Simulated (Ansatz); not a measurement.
Consider the substitution at a C–O bond: `CC[O][SbH][SiH3]` + `[SiH3]SS` → `CCSS[SiH3]` + `[OH][SbH][SiH3]`.

Computed with Ansatz on PBE0-D4/def2-TZVP structures; ΔE is electronic, products minus reactants. CCSD(T)/CBS adds triple-zeta CCSD(T) − MP2 to the extrapolated MP2 energy (def2 sets, frozen cores). DFT in def2-TZVPP. def2 core potentials past Kr. For Sb outer-core shells are correlated without core-valence functions, which leaves a few kJ/mol of doubt a bond. Each species was taken in one conformer, which may not be the lowest.

```tsv
species	PBE-D4 energy (Eh)
`CC[O][SbH][SiH3]`	-686.31879
`[SiH3]SS`	-1087.84342
`CCSS[SiH3]`	-1166.39664
`[OH][SbH][SiH3]`	-607.78601
```

Work out ΔE.

ΔE = (-1166.39664) + (-607.78601) − (-686.31879) − (-1087.84342) = -0.02044 Eh = -53.7 kJ/mol. CCSD(T)/CBS gives -52.5 kJ/mol.

Largest T1 diagnostic among the species: 0.014.

The D4 term adds −5.1 kJ/mol with B3LYP and −2.7 kJ/mol with PBE0; it sums over pairs of atoms, weighted by their polarisabilities, and B3LYP, whose exchange is more repulsive, gets the larger term. In def2-TZVPP, CCSD(T) changes the Hartree–Fock value by −13.6 kJ/mol (the triples alone add −2.9 kJ/mol) and MP2 by −22.1 kJ/mol.

B3LYP here is the variant with VWN-RPA as its local correlation; programs differ in this.
